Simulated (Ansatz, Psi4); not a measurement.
Input for Ansatz (a first-principles code):
Ansatz 0.2 input:
```yaml
crystal:
  periodic: [false, false, false]
  atoms:
    - {symbol: Si, position_ang: [1.58255728, -0.14883064, 0.22848526]}
    - {symbol: Ge, position_ang: [-0.70737659, 0.06516866, -0.06935058]}
    - {symbol: H, position_ang: [2.35711363, 0.97278161, -0.30935075]}
    - {symbol: H, position_ang: [2.14741312, -1.38590867, -0.31683571]}
    - {symbol: H, position_ang: [-1.50411796, -0.31898370, 1.14733016]}
    - {symbol: H, position_ang: [-1.16165919, 1.47053600, -0.33975223]}
    - {symbol: H, position_ang: [-1.35850081, -0.74019347, -1.16096632]}
basis:
  gaussian:
    orbitals: STO-3G
hamiltonian:
  xc: pbe
magnetization: {spin_polarized: true, initial_magnetization: 1}
accuracy: high
```

### Question
Convert this to an input for Psi4.

### Answer
Several could match; the one computed here: 
```
memory 2 GB

molecule {
0 2
  Si    1.58255728   -0.14883064    0.22848526
  Ge   -0.70737659    0.06516866   -0.06935058
  H     2.35711363    0.97278161   -0.30935075
  H     2.14741312   -1.38590867   -0.31683571
  H    -1.50411796   -0.31898370    1.14733016
  H    -1.16165919    1.47053600   -0.33975223
  H    -1.35850081   -0.74019347   -1.16096632
}

set basis sto-3g
set reference uks
set scf_type pk
set puream true
set d_convergence 1e-8
set dft_radial_points 99
set dft_spherical_points 590

energy('pbe')
print_variables()
```

Both were run: Ansatz gave -2341.589432 Eh and Psi4 -2341.589429 Eh, 0.003 mEh apart.
